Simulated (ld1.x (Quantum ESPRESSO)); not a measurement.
Transferability test, TM potential for aluminium

* Element: aluminium (Al)
* Generator: ld1.x (Quantum ESPRESSO) 7.5
* Type: norm-conserving Troullier–Martins (Kleinman–Bylander form)
* Functional: PBEsol
* Relativity: non-relativistic
* Frozen core: [Ne]
* Valence charge: 3
* Reference configuration: 3s2 3p1
* Partial waves: 3p (bound): rc 2.80 bohr; 3s (bound): rc 1.95 bohr
* Local potential: the s channel
* Core correction: none

Energies are relative to the spin-unpolarised reference configuration 3s2 3p1; without spin polarisation the order of configurations can differ from experiment.

| valence configuration | charge | ΔE all-electron (eV) | error AE − PS (meV) |
| --- | --- | --- | --- |
| 3s2 3p0 | +1 | 5.746 | -1.3 |
| 3s2 3p0.5 | +0.5 | 2.078 | -0.1 |
| 3s1 3p2 | 0 | 5.087 | +4.4 |
| 3s1 3p1 | +1 | 11.499 | +10 |
| 3s2 3p1.3 | -0.3 | -0.570 | 0.0 |

Q: What are ΔE and the potential's error for 3s0 3p3?

A: ΔE = 10.338 eV all-electron; the error (AE − PS) is +20 meV.

Q: What are ΔE and the potential's error for 3s1 3p0?

A: ΔE = 24.883 eV all-electron; the error (AE − PS) is +16 meV.

Levels in the configuration 3s1 3p1:

```json
{"level": "3s", "all-electron (eV)": "-15.520", "pseudo (eV)": "-15.493"}
{"level": "3p", "all-electron (eV)": "-9.726", "pseudo (eV)": "-9.718"}
```

ld1.x printed “convergence not achieved” for 6 of the counted tests; their residual had stalled under 1e-8, short of the target of 1e-14.
